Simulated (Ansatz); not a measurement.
Basis sets compared for (HZn-mu-OH)2 (Zn₂O₂H₄). Charge 0, multiplicity 1. Geometry r2SCAN-D4/def2-SVP. Ansatz on 4 threads of Intel Xeon Platinum 8259CL on a shared host; times are rough, and most runs start from earlier orbitals.

Cartesian coordinates in Å:
```
Zn -1.066 0.103 1.023
H -2.167 0.207 2.078
O 0.853 -0.041 0.894
Zn 1.066 -0.103 -1.023
H 2.167 -0.210 -2.078
O -0.853 0.042 -0.894
H 1.517 -0.073 1.589
H -1.517 0.074 -1.589
```

Binding counts from free atoms (Zn singlet, H doublet, O triplet) in the same basis, without a counterpoise term.

```json
{"level": "HF/STO-3G", "functions": "50", "energy (Eh)": "-3664.3741", "HOMO (eV)": "-1.54", "LUMO (eV)": "6.46", "binding per atom (eV)": "1.85", "wall time": "1.5 s"}
{"level": "PBE-D4/def2-SVP", "functions": "110", "energy (Eh)": "-3710.3647", "HOMO (eV)": "-6.19", "LUMO (eV)": "-0.64", "binding per atom (eV)": "2.83", "wall time": "1.3 s"}
{"level": "PBE0-D4/def2-SVP", "functions": "110", "energy (Eh)": "-3710.4265", "HOMO (eV)": "-7.51", "LUMO (eV)": "0.19", "binding per atom (eV)": "2.77", "wall time": "2.1 s"}
```

Task: Estimate the rows for HF/def2-TZVP, PBE-D4/def2-TZVP (with forces), PBE0-D4/def2-TZVP.

Result: 
```
                         level  functions  energy (Eh)  HOMO (eV)  LUMO (eV)  binding per atom (eV)  wall time
                  HF/def2-TZVP        182   -3707.7946     -10.82       2.26                   1.87      2.9 s
PBE-D4/def2-TZVP (with forces)        182   -3711.0828      -6.59      -1.09                   2.74      2.9 s
             PBE0-D4/def2-TZVP        182   -3711.1217      -7.83      -0.20                   2.69      3.9 s
```
